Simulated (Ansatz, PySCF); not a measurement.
This Ansatz (a quantum-chemistry and plane-wave program) input computes a CCSD(T)/cc-pVDZ energy:

Ansatz 0.2 input:
```yaml
crystal:
  periodic: [false, false, false]
  atoms:
    - {symbol: B, position_ang: [-0.61802600, 0.41469115, 0.02416884]}
    - {symbol: F, position_ang: [0.52723220, -0.20936331, -0.00695393]}
    - {symbol: H, position_ang: [-1.65495985, -0.18918598, -0.05825890]}
basis:
  gaussian:
    orbitals: cc-pVDZ
magnetization: {spin_polarized: true, initial_magnetization: 1}
correlation: {method: ccsd_t, electrons: outside_noble_gas}
```

Task: Write an input for the same energy in PySCF and say what it gives.

Result: 
```python
from pyscf import gto, scf, mp, cc as ccmod

mol = gto.M(
    atom='''
    B    -0.61802600    0.41469115    0.02416884
    F     0.52723220   -0.20936331   -0.00695393
    H    -1.65495985   -0.18918598   -0.05825890
    ''',
    basis='cc-pvdz',
    charge=0,
    spin=1,
    verbose=4,
)

mf = scf.UHF(mol)
mf.conv_tol = 1e-10
mf.max_cycle = 100
mf.kernel()
mo, _, stable, _ = mf.stability(return_status=True)
if not stable:
    mf.kernel(mf.make_rdm1(mo, mf.mo_occ))
mp2 = mp.MP2(mf, frozen=2).run()
cc = ccmod.CCSD(mf, frozen=2)
cc.max_cycle = 100
cc.kernel()
et = cc.ccsd_t()
print(f'E(CCSD(T)) = {cc.e_tot + et:.9f}')
```
It gives -124.95373 Eh, and Ansatz -124.95373 Eh, a difference of 0.00 mEh.

It need not be the lowest isomer of its formula.
